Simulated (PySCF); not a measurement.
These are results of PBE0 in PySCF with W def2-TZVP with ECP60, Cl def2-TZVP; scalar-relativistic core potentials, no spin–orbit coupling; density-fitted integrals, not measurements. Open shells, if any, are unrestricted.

Problem. What spin state, shape and geometry does isolated WCl₃ take (every ligand bound to W)?

Solution. Formally W is in oxidation state +3, d3, with 3 unpaired electrons (the high-spin count). The Mulliken spin on W is 2.97. The polar-tensor charge on W, 1.42, is far below the formal one. The lowest minimum found is a quartet of D3h symmetry with W–Cl 2.249 Å (×3); Cl–W–Cl 120.0° (×3). Its harmonic wavenumbers are 77 (a2''), 97 (e'), 400 (a1'), 421 (e') cm⁻¹ and its dipole moment is 0.00 D.

This need not be the most stable arrangement of these atoms. Open d and f shells are described by one determinant, and the ground state may have another occupation or spin. No spin–orbit coupling is included, which matters more the heavier the element.
